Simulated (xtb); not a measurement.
BFH2O2, SMILES B(O)(F)O. All values are semi-empirical tight-binding results from xtb (GFN2-xTB unless named), good for trends rather than for accurate numbers. Coordinates come from a GFN2-xTB optimisation. One conformer was computed; it need not be the lowest.

```json
{
  "point_group_as_xtb_finds_it": "C2v",
  "orbital_gap": "8.90 eV",
  "dipole_moment": "0.95 D",
  "zero_point_energy": "21.5 kcal/mol",
  "G − E(el) at 298.15 K (modified RRHO)": "5.4 kcal/mol",
  "static polarisability (D4 model)": "28.5 bohr³",
  "solvation energy, GFN2-xTB/ALPB(water)": "-10.7 kcal/mol",
  "solvation energy, GFN2-xTB/ALPB(dmf)": "-10.6 kcal/mol"
}
```

Computed IR lines (harmonic; lines under 4 % of the strongest left out, lines within 3 cm⁻¹ merged):
ν (cm⁻¹): 415 (w), 524 (w), 596 (s), 915 (m), 950 (w), 1233 (vs), 1426 (s), 3635 (w) (against the strongest line: vs over 80 %, s over 45 %, m over 15 %, w over 4 %, vw less)
